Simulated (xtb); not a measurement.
Ga(H)(Cl)(OMe) (CH4ClGaO), SMILES C[O][GaH][Cl]. All values are semi-empirical tight-binding results from xtb (GFN2-xTB unless named), good for trends rather than for accurate numbers. Geometry: GFN2-xTB. The structure was generated by enumeration; whether it is a known compound was not checked. One conformer was computed; it need not be the lowest.

For metal compounds this method's bond lengths and energies can be far off.

```json
{
 "point_group_as_xtb_finds_it": "Cs",
 "orbital_gap": "4.37 eV",
 "zero_point_energy": "29.2 kcal/mol",
 "G − E(el) at 298.15 K (modified RRHO)": "9.0 kcal/mol"
}
```
